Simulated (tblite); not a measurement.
Record of a relaxation.

Species: H₁₁N₂Si₄ (doublet state).
Numbering: `[NH2:1][SiH2:2][SiH:3][N:4]([SiH3:5])[SiH3:6]` (hydrogens: H7, H8 on N1; H9, H10 on Si2; H11 on Si3; H12, H13, H14 on Si5; H15, H16, H17 on Si6)

Computed with GFN2-xTB (tblite), gas phase: L-BFGS steps from a force-field or distance-geometry start until the largest atomic force falls under 0.01 eV/Å. 12 of its 190 geometries are shown.

Step 0: E = -499.5597 eV, largest atomic force 2.082 eV/Å
```
atom  x, y, z in Å  |  force x, y, z in eV/Å
N1      3.026   -1.063   -0.250    0.494   1.015   0.268
Si2     2.286    0.565   -0.275    1.103  -0.741   0.617
Si3     0.176    0.309   -0.883   -0.782  -0.214  -0.328
N4     -0.892   -0.078    0.502   -1.698   0.459  -1.114
Si5    -2.143   -1.196   -0.147    0.583  -0.265   0.463
Si6    -1.771    1.371    1.084    0.520  -0.299   0.406
H7      3.655   -1.206    0.567   -0.466  -0.093  -1.181
H8      3.477   -1.290   -1.151   -0.160   0.008   1.072
H9      2.426    1.265    1.004    0.283  -0.111   0.024
H10     2.947    1.353   -1.303    0.232   0.232  -0.145
H11     0.138   -0.854   -1.802   -0.063   0.018  -0.123
H12    -2.905   -1.876    0.919    0.224   0.299  -0.148
H13    -1.411   -2.178   -0.961   -0.234  -0.036   0.271
H14    -3.000   -0.434   -1.056   -0.128  -0.138  -0.010
H15    -1.134    2.577    0.522   -0.063  -0.149   0.123
H16    -1.700    1.387    2.562   -0.002  -0.104  -0.326
H17    -3.181    1.360    0.659    0.157   0.119   0.133
```

Step 17: E = -500.4103 eV, largest atomic force 0.241 eV/Å
```
atom  x, y, z in Å  |  force x, y, z in eV/Å
N1      3.200   -0.864   -0.193   -0.007  -0.098  -0.020
Si2     2.330    0.628   -0.204    0.239   0.033   0.005
Si3     0.211    0.348   -1.049    0.088   0.169  -0.130
N4     -1.220    0.140   -0.042   -0.091  -0.037   0.067
Si5    -2.268   -1.236   -0.234   -0.113  -0.186   0.034
Si6    -1.771    1.400    1.019   -0.028   0.136   0.106
H7      3.704   -1.245    0.586    0.000   0.084   0.117
H8      3.426   -1.365   -1.031   -0.060   0.011  -0.118
H9      2.677    1.164    1.119   -0.156  -0.018   0.004
H10     3.028    1.499   -1.189   -0.141  -0.044   0.100
H11     0.109   -0.830   -1.934    0.028  -0.090  -0.073
H12    -2.783   -1.657    1.068   -0.009   0.102   0.061
H13    -1.510   -2.366   -0.767    0.058   0.066  -0.050
H14    -3.373   -0.884   -1.133    0.054  -0.005   0.036
H15    -1.024    2.609    0.671   -0.006  -0.023  -0.060
H16    -1.524    1.088    2.431    0.070  -0.122  -0.017
H17    -3.220    1.581    0.871    0.077   0.022  -0.063
```

Step 34: E = -500.5127 eV, largest atomic force 0.202 eV/Å
```
atom  x, y, z in Å  |  force x, y, z in eV/Å
N1      3.030   -0.938   -0.126    0.192   0.051   0.037
Si2     2.213    0.598   -0.179    0.007   0.031   0.061
Si3     0.184    0.355   -1.237    0.044  -0.042   0.041
N4     -1.208    0.171   -0.168   -0.051  -0.013  -0.086
Si5    -2.235   -1.234   -0.211    0.083  -0.050   0.158
Si6    -1.658    1.406    0.972    0.070  -0.089  -0.072
H7      3.790   -1.070    0.531   -0.139   0.070  -0.062
H8      3.309   -1.347   -1.004   -0.110  -0.030  -0.018
H9      2.296    1.035    1.225   -0.025  -0.023  -0.112
H10     2.978    1.581   -0.994   -0.040  -0.045   0.124
H11     0.130   -0.852   -2.102   -0.076   0.039   0.016
H12    -2.687   -1.504    1.154   -0.003  -0.012   0.021
H13    -1.425   -2.361   -0.668   -0.039   0.017  -0.071
H14    -3.404   -0.984   -1.052    0.019   0.008  -0.091
H15    -0.864    2.591    0.654    0.014   0.000  -0.007
H16    -1.361    0.888    2.307    0.031   0.056   0.103
H17    -3.095    1.678    0.887    0.022   0.033  -0.041
```

Step 52: E = -500.5570 eV, largest atomic force 0.049 eV/Å
```
atom  x, y, z in Å  |  force x, y, z in eV/Å
N1      3.002   -0.897   -0.107    0.005   0.002   0.003
Si2     2.133    0.602   -0.143    0.005   0.017   0.024
Si3     0.174    0.327   -1.304   -0.017   0.033   0.018
N4     -1.184    0.145   -0.193    0.002  -0.009  -0.008
Si5    -2.199   -1.267   -0.190    0.008   0.003   0.000
Si6    -1.553    1.404    0.946   -0.003  -0.009  -0.031
H7      3.840   -0.971    0.449   -0.005   0.014  -0.034
H8      3.125   -1.407   -0.966    0.000  -0.008  -0.008
H9      2.061    0.948    1.281    0.023  -0.004   0.024
H10     2.907    1.689   -0.792   -0.028  -0.029   0.012
H11     0.026   -0.850   -2.188    0.030  -0.032  -0.022
H12    -2.623   -1.510    1.187   -0.019  -0.021   0.020
H13    -1.419   -2.402   -0.680    0.007   0.019   0.004
H14    -3.358   -1.036   -1.055   -0.007   0.007  -0.002
H15    -0.712    2.550    0.600    0.005  -0.009  -0.013
H16    -1.256    0.939    2.304   -0.008   0.010  -0.003
H17    -2.973    1.745    0.841    0.002   0.014   0.015
```

Step 69: E = -500.5640 eV, largest atomic force 0.052 eV/Å
```
atom  x, y, z in Å  |  force x, y, z in eV/Å
N1      2.998   -0.890   -0.113   -0.002   0.008  -0.034
Si2     2.112    0.598   -0.086    0.001   0.006   0.002
Si3     0.178    0.304   -1.284    0.007   0.035   0.028
N4     -1.201    0.136   -0.195    0.022   0.018  -0.015
Si5    -2.211   -1.278   -0.184    0.033   0.008  -0.021
Si6    -1.551    1.419    0.923    0.012  -0.001  -0.023
H7      3.897   -0.930    0.341    0.033   0.004   0.016
H8      3.045   -1.404   -0.976   -0.001  -0.032  -0.041
H9      2.094    0.898    1.349   -0.013   0.005   0.034
H10     2.855    1.715   -0.719    0.000  -0.002   0.004
H11     0.074   -0.874   -2.176   -0.011  -0.033   0.022
H12    -2.632   -1.544    1.189   -0.014   0.006   0.032
H13    -1.411   -2.393   -0.685    0.000  -0.025  -0.001
H14    -3.370   -1.053   -1.050   -0.034   0.013  -0.007
H15    -0.678    2.533    0.541   -0.033  -0.002   0.015
H16    -1.244    0.974    2.287   -0.031   0.015  -0.014
H17    -2.962    1.800    0.827    0.032  -0.023   0.004
```

Step 86: E = -500.5827 eV, largest atomic force 0.156 eV/Å
```
atom  x, y, z in Å  |  force x, y, z in eV/Å
N1      3.093   -0.838   -0.265   -0.096   0.013   0.025
Si2     2.152    0.573    0.072   -0.011   0.020  -0.003
Si3     0.266    0.200   -1.173   -0.022  -0.002  -0.014
N4     -1.192    0.127   -0.188   -0.017  -0.018   0.006
Si5    -2.244   -1.258   -0.172   -0.010  -0.009  -0.003
Si6    -1.606    1.464    0.842   -0.001  -0.010  -0.008
H7      4.080   -0.843   -0.092    0.146   0.024   0.050
H8      2.890   -1.375   -1.088    0.029  -0.034  -0.076
H9      2.205    0.683    1.537    0.014  -0.031   0.003
H10     2.804    1.808   -0.427   -0.013  -0.008   0.008
H11     0.229   -1.092   -1.909   -0.015   0.025   0.010
H12    -2.652   -1.524    1.206    0.004   0.006   0.009
H13    -1.494   -2.395   -0.702   -0.011  -0.005   0.013
H14    -3.413   -0.987   -1.011   -0.013   0.017   0.000
H15    -0.745    2.575    0.440   -0.001   0.005  -0.005
H16    -1.357    1.098    2.240    0.005   0.004   0.006
H17    -3.022    1.796    0.680    0.011   0.002  -0.022
```

Step 103: E = -500.6212 eV, largest atomic force 0.152 eV/Å
```
atom  x, y, z in Å  |  force x, y, z in eV/Å
N1      3.325   -0.731   -0.453    0.034   0.072  -0.129
Si2     2.173    0.381    0.215    0.033  -0.015   0.026
Si3     0.312    0.013   -1.067    0.014  -0.031   0.007
N4     -1.194    0.073   -0.158   -0.042  -0.013   0.033
Si5    -2.342   -1.233   -0.079   -0.034  -0.017  -0.045
Si6    -1.640    1.515    0.708    0.013  -0.043   0.018
H7      4.306   -0.537   -0.312   -0.101  -0.048   0.009
H8      3.193   -1.087   -1.388    0.023   0.088   0.115
H9      2.357    0.145    1.661   -0.037  -0.008  -0.028
H10     2.575    1.803    0.036   -0.010  -0.069  -0.010
H11     0.204   -1.267   -1.811   -0.022  -0.005   0.046
H12    -2.739   -1.458    1.314    0.069   0.019  -0.038
H13    -1.758   -2.445   -0.649    0.092   0.047   0.045
H14    -3.506   -0.854   -0.878   -0.082   0.023  -0.013
H15    -0.744    2.587    0.279    0.003  -0.025  -0.044
H16    -1.487    1.276    2.146    0.009  -0.006   0.026
H17    -3.042    1.829    0.426    0.038   0.031  -0.018
```

Step 120: E = -500.6640 eV, largest atomic force 0.145 eV/Å
```
atom  x, y, z in Å  |  force x, y, z in eV/Å
N1      3.433   -0.491   -0.605   -0.019  -0.040   0.057
Si2     2.112    0.163    0.302    0.012   0.033  -0.049
Si3     0.312   -0.161   -1.073   -0.110  -0.013   0.093
N4     -1.206    0.051   -0.189    0.060  -0.055  -0.042
Si5    -2.398   -1.201   -0.014    0.003  -0.029   0.001
Si6    -1.573    1.559    0.591    0.036  -0.050  -0.022
H7      4.376   -0.287   -0.317   -0.074  -0.015  -0.002
H8      3.389   -0.556   -1.606   -0.005   0.048  -0.031
H9      2.305   -0.452    1.631    0.023   0.012  -0.010
H10     2.269    1.620    0.533    0.005  -0.013   0.035
H11     0.106   -1.466   -1.746    0.031   0.022   0.002
H12    -2.708   -1.385    1.405    0.033   0.009  -0.003
H13    -1.829   -2.421   -0.574    0.000  -0.039   0.006
H14    -3.610   -0.823   -0.739   -0.027   0.023  -0.021
H15    -0.572    2.497    0.097   -0.009   0.082   0.000
H16    -1.476    1.397    2.046    0.006   0.005  -0.002
H17    -2.936    1.968    0.245    0.034   0.019  -0.010
```

Step 137: E = -500.6831 eV, largest atomic force 0.152 eV/Å
```
atom  x, y, z in Å  |  force x, y, z in eV/Å
N1      3.397   -0.380   -0.682   -0.036  -0.007  -0.107
Si2     2.090    0.096    0.345    0.050  -0.022  -0.008
Si3     0.315   -0.238   -1.048   -0.030  -0.008   0.006
N4     -1.208    0.023   -0.199   -0.008   0.005  -0.012
Si5    -2.419   -1.206    0.010   -0.022  -0.006  -0.007
Si6    -1.532    1.573    0.522   -0.018  -0.012  -0.012
H7      4.332   -0.325   -0.320    0.046  -0.001  -0.017
H8      3.394   -0.135   -1.661    0.005  -0.002   0.152
H9      2.381   -0.678    1.570   -0.001   0.027  -0.018
H10     2.170    1.511    0.779   -0.006   0.002   0.016
H11     0.136   -1.572   -1.669   -0.018   0.024   0.003
H12    -2.677   -1.385    1.441   -0.005   0.028   0.013
H13    -1.904   -2.454   -0.546    0.021   0.011  -0.021
H14    -3.641   -0.801   -0.688    0.017   0.005   0.021
H15    -0.527    2.504    0.014    0.010  -0.019  -0.010
H16    -1.442    1.452    1.981   -0.011   0.008  -0.013
H17    -2.871    2.027    0.142    0.006  -0.032   0.014
```

Step 155: E = -500.6874 eV, largest atomic force 0.014 eV/Å
```
atom  x, y, z in Å  |  force x, y, z in eV/Å
N1      3.405   -0.353   -0.706   -0.005   0.001   0.013
Si2     2.102    0.065    0.354    0.010  -0.006   0.000
Si3     0.318   -0.262   -1.035   -0.002  -0.002   0.000
N4     -1.210    0.013   -0.200   -0.004   0.002  -0.005
Si5    -2.431   -1.202    0.024    0.000  -0.007  -0.002
Si6    -1.535    1.571    0.498   -0.006   0.008  -0.007
H7      4.339   -0.367   -0.331    0.010   0.002   0.000
H8      3.426    0.030   -1.636    0.000  -0.001  -0.006
H9      2.430   -0.739    1.548   -0.006   0.001  -0.006
H10     2.151    1.465    0.840   -0.002  -0.012   0.000
H11     0.117   -1.586   -1.666    0.000   0.008   0.002
H12    -2.675   -1.365    1.459    0.002  -0.002   0.005
H13    -1.929   -2.446   -0.548    0.006  -0.011  -0.001
H14    -3.659   -0.782   -0.653   -0.001   0.006   0.003
H15    -0.527    2.485   -0.034    0.000   0.005   0.003
H16    -1.451    1.479    1.959    0.008   0.005   0.002
H17    -2.877    2.006    0.115   -0.012   0.002  -0.001
```

Step 172: E = -500.6890 eV, largest atomic force 0.028 eV/Å
```
atom  x, y, z in Å  |  force x, y, z in eV/Å
N1      3.415   -0.279   -0.710   -0.004  -0.005   0.012
Si2     2.080   -0.027    0.362    0.008   0.022   0.016
Si3     0.310   -0.275   -1.060   -0.009   0.015   0.003
N4     -1.217    0.025   -0.231    0.014  -0.010   0.004
Si5    -2.416   -1.198    0.058    0.003   0.017   0.004
Si6    -1.525    1.599    0.441   -0.005  -0.004  -0.008
H7      4.339   -0.335   -0.316    0.004   0.002   0.005
H8      3.455    0.234   -1.575   -0.013  -0.009  -0.004
H9      2.405   -0.946    1.469    0.013  -0.012  -0.004
H10     2.068    1.310    1.002    0.003  -0.003  -0.001
H11     0.086   -1.585   -1.710   -0.008  -0.004  -0.013
H12    -2.599   -1.357    1.502    0.005   0.004   0.017
H13    -1.932   -2.446   -0.523    0.011  -0.006  -0.012
H14    -3.673   -0.787   -0.567   -0.016   0.005  -0.007
H15    -0.527    2.500   -0.134   -0.004   0.001  -0.009
H16    -1.398    1.551    1.901   -0.005  -0.006  -0.005
H17    -2.878    2.025    0.081    0.002  -0.007   0.005
```

Step 189: E = -500.6910 eV, largest atomic force 0.010 eV/Å
```
atom  x, y, z in Å  |  force x, y, z in eV/Å
N1      3.416   -0.258   -0.690   -0.002  -0.008  -0.004
Si2     2.073   -0.088    0.386    0.003   0.005   0.001
Si3     0.317   -0.260   -1.066   -0.001   0.005   0.000
N4     -1.215    0.040   -0.247   -0.001   0.002  -0.001
Si5    -2.393   -1.192    0.081   -0.002   0.007  -0.002
Si6    -1.536    1.621    0.402    0.000   0.004  -0.001
H7      4.343   -0.279   -0.300    0.004  -0.004   0.001
H8      3.428    0.260   -1.553    0.003   0.002  -0.005
H9      2.410   -1.074    1.431   -0.006   0.002   0.004
H10     2.042    1.208    1.107   -0.003  -0.002   0.003
H11     0.070   -1.534   -1.779    0.002   0.003   0.001
H12    -2.527   -1.351    1.531    0.006  -0.007   0.004
H13    -1.913   -2.433   -0.520   -0.001   0.001   0.001
H14    -3.673   -0.789   -0.502   -0.003  -0.006  -0.002
H15    -0.574    2.527   -0.223    0.001   0.000  -0.001
H16    -1.369    1.603    1.858   -0.001   0.002   0.000
H17    -2.907    2.011    0.073    0.000  -0.005   0.002
```

Problem. Summarise the path.

Solution. The energy falls by 1.1313 eV from step 0 to step 189; nine tenths of that is first reached at step 83. It rises by more than 0.2 meV at step 100. The largest force goes from 2.082 to 0.010 eV/Å. Among the bonds Si2–Si3 changes most, from 2.210 to 2.285 Å; the atoms move by 1.226 Å rms after alignment.

Problem. Follow the three bonds and two angles with the largest change from start to end.

Solution. 
```json
{"step": "0", "E above end (eV)": "1.1313", "largest force (eV/Å)": "2.082", "Si2–Si3 (Å)": "2.210", "N4–Si5 (Å)": "1.799", "N1–Si2 (Å)": "1.788", "Si3–N4–Si5 (°)": "105.7", "Si2–Si3–H11 (°)": "106.6"}
{"step": "8", "E above end (eV)": "0.4894", "largest force (eV/Å)": "0.521", "Si2–Si3 (Å)": "2.289", "N4–Si5 (Å)": "1.755", "N1–Si2 (Å)": "1.746", "Si3–N4–Si5 (°)": "116.9", "Si2–Si3–H11 (°)": "110.8"}
{"step": "16", "E above end (eV)": "0.2902", "largest force (eV/Å)": "0.238", "Si2–Si3 (Å)": "2.302", "N4–Si5 (Å)": "1.741", "N1–Si2 (Å)": "1.730", "Si3–N4–Si5 (°)": "121.1", "Si2–Si3–H11 (°)": "112.5"}
{"step": "25", "E above end (eV)": "0.2414", "largest force (eV/Å)": "0.156", "Si2–Si3 (Å)": "2.314", "N4–Si5 (Å)": "1.740", "N1–Si2 (Å)": "1.731", "Si3–N4–Si5 (°)": "123.1", "Si2–Si3–H11 (°)": "110.2"}
{"step": "33", "E above end (eV)": "0.1846", "largest force (eV/Å)": "0.301", "Si2–Si3 (Å)": "2.296", "N4–Si5 (Å)": "1.743", "N1–Si2 (Å)": "1.739", "Si3–N4–Si5 (°)": "122.7", "Si2–Si3–H11 (°)": "112.2"}
{"step": "41", "E above end (eV)": "0.1544", "largest force (eV/Å)": "0.140", "Si2–Si3 (Å)": "2.287", "N4–Si5 (Å)": "1.739", "N1–Si2 (Å)": "1.734", "Si3–N4–Si5 (°)": "122.7", "Si2–Si3–H11 (°)": "116.4"}
{"step": "49", "E above end (eV)": "0.1362", "largest force (eV/Å)": "0.075", "Si2–Si3 (Å)": "2.297", "N4–Si5 (Å)": "1.738", "N1–Si2 (Å)": "1.734", "Si3–N4–Si5 (°)": "122.4", "Si2–Si3–H11 (°)": "118.3"}
{"step": "58", "E above end (eV)": "0.1308", "largest force (eV/Å)": "0.071", "Si2–Si3 (Å)": "2.295", "N4–Si5 (Å)": "1.738", "N1–Si2 (Å)": "1.733", "Si3–N4–Si5 (°)": "122.9", "Si2–Si3–H11 (°)": "118.6"}
{"step": "66", "E above end (eV)": "0.1282", "largest force (eV/Å)": "0.066", "Si2–Si3 (Å)": "2.294", "N4–Si5 (Å)": "1.738", "N1–Si2 (Å)": "1.733", "Si3–N4–Si5 (°)": "122.3", "Si2–Si3–H11 (°)": "118.0"}
{"step": "74", "E above end (eV)": "0.1225", "largest force (eV/Å)": "0.052", "Si2–Si3 (Å)": "2.294", "N4–Si5 (Å)": "1.739", "N1–Si2 (Å)": "1.733", "Si3–N4–Si5 (°)": "122.3", "Si2–Si3–H11 (°)": "118.4"}
{"step": "82", "E above end (eV)": "0.1133", "largest force (eV/Å)": "0.160", "Si2–Si3 (Å)": "2.296", "N4–Si5 (Å)": "1.740", "N1–Si2 (Å)": "1.733", "Si3–N4–Si5 (°)": "122.4", "Si2–Si3–H11 (°)": "116.5"}
{"step": "90", "E above end (eV)": "0.1055", "largest force (eV/Å)": "0.070", "Si2–Si3 (Å)": "2.291", "N4–Si5 (Å)": "1.739", "N1–Si2 (Å)": "1.730", "Si3–N4–Si5 (°)": "123.0", "Si2–Si3–H11 (°)": "114.3"}
{"step": "99", "E above end (eV)": "0.0801", "largest force (eV/Å)": "0.232", "Si2–Si3 (Å)": "2.290", "N4–Si5 (Å)": "1.743", "N1–Si2 (Å)": "1.740", "Si3–N4–Si5 (°)": "124.5", "Si2–Si3–H11 (°)": "117.5"}
{"step": "107", "E above end (eV)": "0.0528", "largest force (eV/Å)": "0.222", "Si2–Si3 (Å)": "2.287", "N4–Si5 (Å)": "1.738", "N1–Si2 (Å)": "1.737", "Si3–N4–Si5 (°)": "124.5", "Si2–Si3–H11 (°)": "122.5"}
{"step": "115", "E above end (eV)": "0.0376", "largest force (eV/Å)": "0.280", "Si2–Si3 (Å)": "2.284", "N4–Si5 (Å)": "1.737", "N1–Si2 (Å)": "1.722", "Si3–N4–Si5 (°)": "124.0", "Si2–Si3–H11 (°)": "121.3"}
{"step": "123", "E above end (eV)": "0.0206", "largest force (eV/Å)": "0.110", "Si2–Si3 (Å)": "2.286", "N4–Si5 (Å)": "1.737", "N1–Si2 (Å)": "1.729", "Si3–N4–Si5 (°)": "122.9", "Si2–Si3–H11 (°)": "119.6"}
{"step": "131", "E above end (eV)": "0.0134", "largest force (eV/Å)": "0.093", "Si2–Si3 (Å)": "2.286", "N4–Si5 (Å)": "1.740", "N1–Si2 (Å)": "1.730", "Si3–N4–Si5 (°)": "122.8", "Si2–Si3–H11 (°)": "118.1"}
{"step": "140", "E above end (eV)": "0.0064", "largest force (eV/Å)": "0.052", "Si2–Si3 (Å)": "2.284", "N4–Si5 (Å)": "1.738", "N1–Si2 (Å)": "1.728", "Si3–N4–Si5 (°)": "123.7", "Si2–Si3–H11 (°)": "118.9"}
{"step": "148", "E above end (eV)": "0.0041", "largest force (eV/Å)": "0.044", "Si2–Si3 (Å)": "2.285", "N4–Si5 (Å)": "1.737", "N1–Si2 (Å)": "1.730", "Si3–N4–Si5 (°)": "124.2", "Si2–Si3–H11 (°)": "119.3"}
{"step": "156", "E above end (eV)": "0.0035", "largest force (eV/Å)": "0.016", "Si2–Si3 (Å)": "2.285", "N4–Si5 (Å)": "1.737", "N1–Si2 (Å)": "1.731", "Si3–N4–Si5 (°)": "124.2", "Si2–Si3–H11 (°)": "119.5"}
{"step": "164", "E above end (eV)": "0.0029", "largest force (eV/Å)": "0.025", "Si2–Si3 (Å)": "2.284", "N4–Si5 (Å)": "1.737", "N1–Si2 (Å)": "1.731", "Si3–N4–Si5 (°)": "124.1", "Si2–Si3–H11 (°)": "119.4"}
{"step": "173", "E above end (eV)": "0.0018", "largest force (eV/Å)": "0.044", "Si2–Si3 (Å)": "2.285", "N4–Si5 (Å)": "1.737", "N1–Si2 (Å)": "1.730", "Si3–N4–Si5 (°)": "123.8", "Si2–Si3–H11 (°)": "119.0"}
{"step": "181", "E above end (eV)": "0.0005", "largest force (eV/Å)": "0.017", "Si2–Si3 (Å)": "2.284", "N4–Si5 (Å)": "1.737", "N1–Si2 (Å)": "1.730", "Si3–N4–Si5 (°)": "123.8", "Si2–Si3–H11 (°)": "119.7"}
{"step": "189", "E above end (eV)": "0.0000", "largest force (eV/Å)": "0.010", "Si2–Si3 (Å)": "2.285", "N4–Si5 (Å)": "1.736", "N1–Si2 (Å)": "1.729", "Si3–N4–Si5 (°)": "123.8", "Si2–Si3–H11 (°)": "119.9"}
```

The cost below is that of the whole relaxation. The run took 1.8 s wall on one thread, Arm Neoverse V1 (aarch64), shared host.
